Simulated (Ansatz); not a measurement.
C3H8BCl (`BC(Cl)CC`), charge 0, multiplicity 1.

**Question.** Give a relaxed structure at PBE0-D4/def2-TZVP (the Gaussian-basis code of Ansatz). (Estimate.)

**Answer.** Ansatz gave: 
Z-matrix (Å, degrees):
```
B
Cl 1 2.134
C 1 1.558 2 57.9
H 1 1.196 2 107.1 3 112.9
H 1 1.193 2 107.3 3 -115.1
C 3 1.501 1 122.8 2 107.7
H 3 1.089 1 118.1 2 -100.0
C 6 1.524 3 109.4 1 85.7
H 6 1.094 3 110.7 1 -152.9
H 6 1.093 3 109.2 1 -34.7
H 8 1.093 6 111.5 3 60.0
H 8 1.092 6 111.1 3 -60.4
H 8 1.091 6 110.6 3 179.8
```
This is one stationary point; other conformers may exist.
